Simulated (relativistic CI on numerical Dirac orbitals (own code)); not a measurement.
**Transition arrays of Sb XI**

Method of calculation: Dirac-Coulomb-Breit CI, KLI orbitals optimised for each configuration, model QED (radiative potential, 1s self-energy scaled to tabulated hydrogen-like ionisation energies), valence Slater integrals scaled by 0.9, whole transition arrays (own radial code, finite nucleus).

Configurations in the expansion (outside the closed core [Ar] 3d10 4s2): 4p6 4d5, 4p6 4d4 4f, 4p5 4d6, 4p6 4d4 5p, 4p6 4d4 5f. Levels of other configurations are missing.

All E1 lines from the levels of 4p6 4d5; mean and standard deviation are weighted by gf, and upper levels are sorted by their leading configuration.

```
Upper configuration  Lines     Σgf  Mean (eV)  Mean (nm)  σ (eV)  Strongest line (nm)
         4p6 4d4 4f   6066  1675.8      96.63     12.831    3.23               12.854
            4p5 4d6   2278   657.4      99.18     12.500    3.28               12.408
         4p6 4d4 5p   3616   155.0      81.38     15.236    2.64               15.334
         4p6 4d4 5f   5470    31.7     133.55      9.284    2.55                9.136
```

Σgf per state of the lower configuration in bins of 0.2 nm over the central range (centre: value): 11.9: 0.12, 12.1: 0.29, 12.3: 0.69, 12.5: 1.40, 12.7: 3.82, 12.9: 2.04, 13.1: 0.38, 13.3: 0.18, 13.5: 0.05, 14.7: 0.04, 14.9: 0.08, 15.1: 0.16, 15.3: 0.22.

**Question.** How do configuration mixing and the scaling of the Slater integrals move the arrays?

**Answer.** Slater scale 0.9, no configuration mixing: 4p6 4d4 4f 91.0 ± 4.1 eV (Σgf 1396.0), 4p5 4d6 88.3 ± 7.2 eV (Σgf 747.2), 4p6 4d4 5p 81.0 ± 2.0 eV (Σgf 180.6), 4p6 4d4 5f 133.7 ± 2.3 eV (Σgf 2.8); Slater scale 1: 4p6 4d4 4f 98.4 ± 3.5 eV (Σgf 1676.5), 4p5 4d6 101.1 ± 3.4 eV (Σgf 699.9), 4p6 4d4 5p 81.3 ± 2.5 eV (Σgf 150.6), 4p6 4d4 5f 133.6 ± 2.8 eV (Σgf 40.1); Slater scale 0.8: 4p6 4d4 4f 94.8 ± 3.0 eV (Σgf 1662.3), 4p5 4d6 97.2 ± 3.3 eV (Σgf 626.0), 4p6 4d4 5p 81.8 ± 3.5 eV (Σgf 159.3), 4p6 4d4 5f 133.5 ± 2.3 eV (Σgf 25.1). With mixing, levels are counted to their leading configuration, so an array can shrink or vanish into another, and the sums then hold other lines.
